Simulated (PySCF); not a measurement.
# A small calculation by hand: dipole moment from atomic charges

In(Br)2(NH2) (Br₂H₂InN), SMILES [Br][In]([NH2])[Br]. Atoms are numbered in the order given.

```xyz
6

In     0.0209    -0.5488     0.0000
Br    -0.0081     0.7265     2.1151
Br    -0.0081     0.7265    -2.1151
N     -0.1278    -2.5576     0.0000
H      0.2172    -3.0302    -0.8317
H      0.2172    -3.0302     0.8317
```

Geometry optimised at PBE0-D3(BJ)/def2-SVP. The structure was generated by enumeration; whether it is a known compound was not checked. The def2 effective core potentials stand for the cores of In; spin–orbit coupling is left out. Other conformers were not sampled.

Charges (e) from PBE/def2-TZVP in PySCF:

```tsv
atom	ESP fit	Mulliken
In1	0.562	0.797
Br2	-0.213	-0.320
Br3	-0.213	-0.320
N4	-0.729	-0.642
H5	0.297	0.243
H6	0.297	0.243
```

The dipole moment of the full density is 2.69 D.

Problem. What dipole moment does each set of point charges give, and which comes closer to that of the density?

Solution. 
μ = Σ q r, and 1 e Å = 4.8032 D.
ESP fit: Σ q r = (0.237, -0.553, 0.000) e Å, |μ| = 2.89 D.
Mulliken: Σ q r = (0.209, -0.733, 0.000) e Å, |μ| = 3.66 D.
ESP fit comes closer in size. Point charges leave out the atoms' own dipoles (lone pairs, polarised bonds); fits to the potential absorb them, partitions of the density don't.
